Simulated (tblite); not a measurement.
What does the GFN2-xTB structure of `[SiH3]c1ccp(C2CC2)c1` look like in three dimensions?

```
atom  x, y, z in Å
Si1    3.5350    0.7127    0.1052
C2     1.8486   -0.1171    0.0545
C3     1.5316   -1.1597   -0.9010
C4     0.2762   -1.6315   -0.8289
P5    -0.6033   -0.9211    0.5781
C6    -1.7494    0.2276   -0.2993
C7    -2.8438    0.8790    0.4938
C8    -3.1763   -0.1965   -0.4878
C9     0.7987    0.1818    0.8508
H10    4.5542   -0.2899    0.4289
H11    3.5117    1.7687    1.1171
H12    3.8178    1.2841   -1.2155
H13    2.2658   -1.4923   -1.6194
H14   -0.1344   -2.4140   -1.4452
H15   -1.2806    0.8027   -1.0904
H16   -2.9206    0.6435    1.5454
H17   -3.1034    1.9001    0.2565
H18   -3.4791   -1.1587   -0.1008
H19   -3.6688    0.0752   -1.4096
H20    0.8149    0.9160    1.6393
```

Any rigid rotation of these coordinates is as good. Atoms count from 1 in this order. Si1 (SiH3 silicon) is tetrahedral (angles from 108.7° to 110.6°). The 5-membered ring C2–C3–C4–P5–C9 has internal angles of 88.8° to 114.9° (sum 539°, against 540° for a flat polygon); it is slightly puckered (a soft mode that the optimisation may not have finished), 0.04 Å rms from its mean plane, widest ring torsion 7°. P5 (ring phosphorus) is pyramidal (angles 100.2°, 100.0° and 88.8°, sum 289.1°, 0.92 Å off the plane of its three neighbours). The C–P distances run from 1.805 Å (P5–C9, drawn aromatic) to 1.845 Å (P5–C6, drawn single), a spread of 0.040 Å.

Bonds between heavy atoms (Å): Si1–C2 1.880, C2–C3 1.449, C3–C4 1.343, C4–P5 1.805, P5–C6 1.845, C6–C7 1.500, C7–C8 1.494, P5–C9 1.805, C2–C9 1.351, C6–C8 1.501.

Structure optimised with GFN2-xTB, isolated species.

Point group: C1 (no symmetry element, even within 0.4 Å). Its GFN2-xTB frequencies are all real (lowest 38 cm⁻¹). One conformer, not necessarily the lowest (C4–P5–C6–C7 170°). 3 starts were optimised and ended at 0.00, 0.31 and 0.31 kcal/mol (GFN2-xTB); the lowest of these is shown.

The numbers are calculated, not measured.
